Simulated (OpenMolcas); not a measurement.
**Ionisation energies of tellurium**

```yaml
Program: OpenMolcas 26.06
Basis: ANO-RCC [10s9p8d5f3g]
Scalar_Hamiltonian: DKH2, point nucleus
Spin-orbit_coupling: RASSI with atomic mean-field integrals over the reference wave functions, term energies averaged over their components
```

Active shells in each charge state: the valence s, p shells, with orbitals averaged over the low states. Where CASPT2's correlated closed shells are named, they are those of the first ion.

A. CASSCF
B. SS-CASPT2, IPEA 0.25 Eh, imaginary shift 0.1 Eh (closed shells correlated: 4d)
C. SS-CASPT2, IPEA 0.25 Eh, imaginary shift 0.1 Eh (closed shells correlated: none)
D. SS-CASPT2, IPEA 0.25 Eh, imaginary shift 0.1 Eh (closed shells correlated: 4s 4p 4d)
E. SS-CASPT2, IPEA 0 Eh, imaginary shift 0.1 Eh (closed shells correlated: 4d)

Energies in eV between the lowest computed levels, named as in B; reference values from the NIST Atomic Spectra Database with their kind.

```tsv
From	To	A	B	C	D	E	Spin-orbit share in B	Reference
Te2+ 5s2 5p2 3P0	Te3+ 5s2 5p 2P* 1/2	26.806	27.774	27.389	27.790	27.871	+0.121	27.840 (measured)
Te3+ 5s2 5p 2P* 1/2	Te4+ 5s2 1S0	36.362	37.555	37.014	37.595	37.650	+0.685	37.416 (measured)
Te4+ 5s2 1S0	Te5+ 5s 2S 1/2	57.116	58.205	57.195	58.312	58.208	+0.000	59.300 (measured)
Te5+ 5s 2S 1/2	Te6+ 4d10 1S0	68.950	70.530	68.950	70.684	70.573	+0.000	69.100 (theoretical)
```

Steps that some method lacks are left out, and so are those with a state whose active s or d shell is doubly occupied in every root (s and p with five to eight electrons, d10) over a frozen core shell of the same l, since the two then mix freely.

Error against the reference values, in %:

| From | Reference | A | B | C | D | E |
| --- | --- | --- | --- | --- | --- | --- |
| Te2+ | measured | -3.7 | -0.2 | -1.6 | -0.2 | +0.1 |
| Te3+ | measured | -2.8 | +0.4 | -1.1 | +0.5 | +0.6 |
| Te4+ | measured | -3.7 | -1.8 | -3.5 | -1.7 | -1.8 |
| Te5+ | theoretical | -0.2 | +2.1 | -0.2 | +2.3 | +2.1 |

Mean absolute error over the 3 measured values: A 1.42 eV, B 0.43 eV, C 0.99 eV, D 0.41 eV, E 0.45 eV.

* marks odd parity.
